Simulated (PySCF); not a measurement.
Relaxation of singlet Au₂S

All numbers come from PBE0/[S def2-TZVP, Au def2-TZVP with ECP60], scalar-relativistic core potentials, density fitting, no spin–orbit coupling, PySCF. A (50,194) grid was used.

A start displaced from a saddle point along its imaginary mode, of C2v symmetry, held to at least that symmetry:

```xyz
3
charge 0 multiplicity 1, angstrom
S     0.0000    0.1200    0.0000
Au    0.0000   -0.0097    2.2173
Au    0.0000   -0.0097   -2.2173
```

Optimiser trace:
```
step  E − E(last) (kJ/mol)  largest gradient (Eh/bohr)
   0                167.67                     0.02614
   1                126.25                     0.03196
   2                 82.41                     0.01895
   3                 51.72                     0.02877
   4                 34.88                     0.02375
   5                 10.45                     0.01511
   6                  1.99                     0.00660
   7                  0.20                     0.00347
   8                  0.00                     0.00118
   9                  0.00                     0.00001
```

It ends at C2v with S–Au 2.232 Å (×2); Au–S–Au 91.5° (after a last refinement on a finer grid). A frequency run shows a minimum. Other isomers or separated fragments may lie lower.

Final geometry:
Z-matrix (Å, degrees; charge 0 multiplicity 1):
```
S
Au 1 2.2321
Au 1 2.2321 2 91.51
```

No spin–orbit coupling is included, which matters more the heavier the element.
